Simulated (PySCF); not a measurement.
# What a mistake does to a calculation on ClGeH3NSi

These are calculations, not measurements. They come from PySCF 2.14.0, an open-source quantum chemistry program, on an isolated molecule that a program drew, which may never have been made. The molecule is ClGeH3NSi (charge 0, doublet), drawn as the SMILES string `[SiH2]=[N][GeH][Cl]`.

Each row is a Hartree-Fock (HF) and frozen-core CCSD(T) single point in the cc-pV(D+d)Z basis, meant for a local HF minimum. Run 1 is clean. Each other run has one planted mistake out of seven kinds, and not every kind appears here: one electron removed, one electron added, multiplicity raised by two, geometry at a saddle point, minimal basis STO-3G, one bond length entered in bohr, all coordinates scaled. The reference is restricted for singlets and unrestricted otherwise, and also for a bond in bohr. Adding or removing an electron swaps singlet and doublet. Electrons count all cores. HOMO and LUMO are orbital energies over both spins, the gradient is its largest component, and the lowest frequency (negative if imaginary) is given only where the gradient is small. Bond lengths are over the 6 bonds as drawn. T1 is the CCSD diagnostic: over 0.02 (restricted) or 0.045 (unrestricted) a single reference is doubtful. Germanium has the cc-pVDZ-PP basis, with a core potential (ECP10MDF) in place of its 10 inner electrons, and its 3s, 3p and 3d shells are frozen in CCSD(T).

Geometry of the clean run:
```xyz
7
ClGeH3NSi, angstrom
Si   -0.3208    0.0704   -3.5140
N    -1.1416   -1.0672   -2.8014
Ge   -2.8246   -1.4567   -2.3334
Cl   -4.2538   -0.1186   -3.3704
H     1.1470    0.0173   -3.5715
H    -0.8569    1.2703   -4.1784
H    -3.2087   -2.8799   -2.7686
```

| run | electrons | basis functions | <S^2> | HOMO (eV) | LUMO (eV) | gradient (hartree/bohr) | lowest frequency (cm^-1) | mean bond (Å) | longest bond (Å) | T1 | HF (hartree) | CCSD(T) (hartree) | mistake |
|---|---|---|---|---|---|---|---|---|---|---|---|---|---|
| 1 | 73 | 98 | 0.768 | -8.62 | 0.62 | 3.3e-06 | 74 | 1.6764 | 2.216 | 0.0193 | -1098.01160 | -1098.54116 | no fault |
| 2 | 73 | 98 | 0.798 | -8.83 | 0.33 | 2.7e-02 | - | 1.7451 | 2.306 | 0.0230 | -1097.99967 | -1098.53752 | all coordinates scaled |
| 3 | 73 | 98 | 1.601 | -8.75 | 0.28 | 1.2e-02 | - | 1.8943 | 2.778 | 0.0407 | -1097.90127 | -1098.42078 | ? |
| 4 | 72 | 98 | 0.000 | -16.16 | -6.76 | 9.1e-02 | - | 1.6764 | 2.216 | 0.0203 | -1097.72647 | -1098.25594 | ? |

**Which mistake was planted in run 3, and what did it cost?**

The mean bond changes by a factor of 1.130 and the longest by 1.254, so the molecule wasn't scaled as a whole. A length L in bohr read as angstrom grows by (1/0.5292 - 1) L = 0.890 L. The 6 bonds together grew by 6 x 0.2179 = 1.307 Å, which gives L = 1.469 Å. That is the length of one of the H-Si bonds, 1.470 Å in the clean geometry. So the mistake is: one bond length entered in bohr. Subtracting run 1 and multiplying by 627.51 kcal/mol a hartree, the energy moved by 69.2 kcal/mol in HF and 75.5 kcal/mol in CCSD(T).

**Which mistake was planted in run 4, and what did it cost?**

It counts 72 electrons, one fewer than the clean run, at the same geometry and basis. So the mistake is: one electron removed. Subtracting run 1 and multiplying by 627.51 kcal/mol a hartree, the energy moved by 178.9 kcal/mol in HF and 179.0 kcal/mol in CCSD(T).

Cautions from the logs. Run 4: T1 is over the limit, so its CCSD(T) energy is less reliable.
